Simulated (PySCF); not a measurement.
Sb(H)2(OH) (H3OSb), SMILES [SbH2][OH]. Heavy atoms are numbered as in [SbH2:1][OH:4]. Hydrogens are named by the atom that carries them.

Geometry optimised at PBE0-D3(BJ)/def2-TZVP. The def2 effective core potentials stand for the cores of Sb; spin–orbit coupling is left out.

Computed with CAM-B3LYP/def2-TZVPD in PySCF.

Mulliken values depend strongly on the basis, most of all with diffuse functions as here. ESP charges are fitted to the potential on shells at 1.4 to 2.0 van der Waals radii. Atomic charges (e), one atom of each kind:

```json
[
 {"atom": "Sb1 (SbH2)", "ESP fit": "0.17", "Mulliken": "0.48"},
 {"atom": "H on Sb1", "ESP fit": "0.01", "Mulliken": "-0.04"},
 {"atom": "O4 (OH)", "ESP fit": "-0.57", "Mulliken": "-0.73"},
 {"atom": "H on O4", "ESP fit": "0.38", "Mulliken": "0.31"}
]
```
